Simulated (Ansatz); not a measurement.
Start from `[OH][Ti]([SH])([SH])[SH]` and change one atom or group to get `[SH][Ti]([SH])([SH])[SH]`.

Ansatz, PBE0-D4/def2-TZVP geometries, multiplicity 1. Each molecule was computed in one conformer, which needn't be the lowest.

Scalar relativity is left out up to krypton.

| property | `[OH][Ti]([SH])([SH])[SH]` |
| --- | --- |
| HOMO–LUMO gap (ωB97M-V/def2-TZVPP) / eV | 9.08 |
| HOMO–LUMO gap (PBE/def2-TZVPP) / eV | 2.80 |
| HOMO energy (PBE/def2-TZVPP) / eV | -6.39 |
| LUMO energy (PBE/def2-TZVPP) / eV | -3.58 |
| HOMO energy (B3LYP/def2-TZVPP) / eV | -7.29 |
| LUMO energy (ωB97M-V/def2-TZVPP) / eV | -0.55 |

(1) Give the same properties after the change, and the shifts. (Estimate.)

Answers

(1) Computed: 
```csv
property,`[SH][Ti]([SH])([SH])[SH]`,shift
HOMO–LUMO gap (ωB97M-V/def2-TZVPP) / eV,9.07,-0.01
HOMO–LUMO gap (PBE/def2-TZVPP) / eV,2.78,-0.02
HOMO energy (PBE/def2-TZVPP) / eV,-6.66,-0.27
LUMO energy (PBE/def2-TZVPP) / eV,-3.88,-0.30
HOMO energy (B3LYP/def2-TZVPP) / eV,-7.56,-0.27
LUMO energy (ωB97M-V/def2-TZVPP) / eV,-0.85,-0.30
```

B3LYP here is the variant with VWN-RPA as its local correlation; programs differ in this.
